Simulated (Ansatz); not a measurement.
This geometry of FH + GeH4O2 (9 atoms, charge 0, multiplicity 1) is a first-order saddle point.

Theory: RKS PBE/def2-SVP (Ansatz).

```xyz
9
Properties=species:S:1:pos:R:3
Ge 0.094 0.241 -0.085
H 0.040 -0.154 1.733
H 1.362 0.075 -0.935
O -1.168 1.430 -0.510
H -1.868 0.945 -0.992
O -0.685 -1.373 -0.344
H -1.414 -1.537 0.284
F 0.985 1.634 1.071
H 0.511 0.694 1.734
```

(1) Which two structures does it join? (They come from a converged band through this point; their orientation in space is the band's.)

(2) How far does it lie above each of them?

Answers

(1) Bonds broken: Ge1–H2, F8–H9. Bonds formed: Ge1–F8, H2–H9. FH + GeH4O2 becomes FGeH3O2 + H2.

Image 0:

```xyz
9
Properties=species:S:1:pos:R:3
Ge 0.048 -0.352 0.186
H 0.277 -0.641 1.682
H 1.261 -0.136 -0.736
O -1.052 1.124 0.208
H -1.338 1.356 -0.697
O -0.857 -1.668 -0.634
H -1.596 -1.986 -0.083
F 1.003 2.197 1.186
H 0.109 2.063 0.847
```

Image 10:

```xyz
9
Properties=species:S:1:pos:R:3
Ge 0.132 0.415 -0.686
H -0.172 -0.314 3.226
H 1.093 0.230 -1.875
O -1.214 1.558 -0.929
H -1.850 1.210 -1.582
O -0.419 -1.201 -0.187
H -0.875 -1.157 0.676
F 0.979 1.155 0.660
H 0.181 0.060 2.655
```

(2) 140.0 kJ/mol above the first and 159.4 kJ/mol above the second. This is the barrier of this one path; another mechanism may lie lower. The orbitals stay closed-shell, which can raise the energy where a bond breaks towards radicals; this wasn't checked here.

The run took 3.5 min on 2 threads of Arm Neoverse V2, with other jobs on the host, peak memory 0.14 GiB.
